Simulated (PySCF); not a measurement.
Species: C₆H₉N.
Numbering: `[CH3:1][c:2]1[cH:3][cH:4][cH:5][n:6]1[CH3:7]`

Geometry (PBE0-D3(BJ)/def2-SVP, Å), atoms numbered from 1 in this order:
```xyz
16
C6H9N angstrom
C     -1.6338   -1.0278    0.1349
C     -0.1934   -0.6576    0.1105
C      0.9383   -1.4517    0.1167
C      2.0691   -0.5930    0.0848
C      1.5924    0.6985    0.0598
N      0.2222    0.6526    0.0756
C     -0.6500    1.7951    0.0574
H     -2.1572   -0.6235    1.0184
H     -2.1760   -0.6690   -0.7569
H     -1.7336   -2.1208    0.1639
H      0.9403   -2.5402    0.1421
H      3.1170   -0.8866    0.0806
H      2.1164    1.6519    0.0323
H     -1.2854    1.8320    0.9567
H     -0.0454    2.7103    0.0276
H     -1.3061    1.7875   -0.8277
```

NICS is the negative of the GIAO shielding at a point without a nucleus: at the ring centre (0) and 1 Å above and below it (1); zz is the component along the ring normal. Level: GIAO B3LYP/pcSseg-1 (PySCF, non-relativistic, gas phase) on the PBE0-D3(BJ)/def2-SVP geometry, one conformer.

Ring bond lengths (Å): C2–C3 1.382, C3–C4 1.420, C4–C5 1.377, C5–N6 1.371, N6–C2 1.375.

**Question.** Give the NICS values of each ring in ppm.

**Answer.** 
```json
{"ring": "C2–C3–C4–C5–N6", "type": "5-membered ring with N; formal bonds all aromatic", "NICS(0)": "-13.5", "NICS(1), two faces": "-10.8 / -10.8", "NICS(1)zz, two faces": "-27.9 / -27.9", "rms pucker (Å)": "0.00", "centre to ring atoms, mean (Å)": "1.18"}
```

**Question.** What do they say, and how far can they be read as aromaticity?

**Answer.** 
- C2–C3–C4–C5–N6: mean NICS(1)zz -27.9 ppm, shielded. For a flat ring without four-coordinate atoms the NICS criterion counts such a value as aromatic.

**Question.** What does the geometric index give? HOMA = 1 − mean of α(R − Ropt)² over the ring bonds, with Krygowski's 1993 parameters (CC: Ropt 1.388 Å, α 257.7 Å⁻²; CN: Ropt 1.334 Å, α 93.52 Å⁻²).

**Answer.** 
- C2–C3–C4–C5–N6: HOMA 0.88; the largest term is that of C3–C4, α(R − Ropt)² = 0.27. The geometric and the magnetic index point the same way.

**Question.** What is the mean of the two in-plane components of NICS at the second NICS(1) probe listed for ring C2–C3–C4–C5–N6, 1 Å off the ring?

**Answer.** The isotropic value is a third of the trace: (3 × -10.8 − (-27.9))/2 = -2.3 ppm.

**Question.** Give the inner angles of the rings.

**Answer.** 
- C2–C3–C4–C5–N6: C2 107.5°, C3 107.7°, C4 107.0°, C5 108.3°, N6 109.5°; sum 540.0° against 540° for a flat convex ring.

**Question.** How do the values depend on the level or the medium?

**Answer.** 
```
                                 level  NICS(0), C2–C3–C4–C5–N6  mean NICS(1)zz, C2–C3–C4–C5–N6
                   B3LYP/pcSseg-1, gas                    -13.5                           -27.9
                    PBE0/pcSseg-1, gas                    -13.8                           -28.4
   PBE0/pcSseg-1, IEF-PCM acetonitrile                    -13.4                           -28.7
PBE0/pcSseg-1, IEF-PCM tetrahydrofuran                    -13.5                           -28.6
```

The geometry is the same throughout; the continuum's cavity takes Bondi-type radii × 1.2.
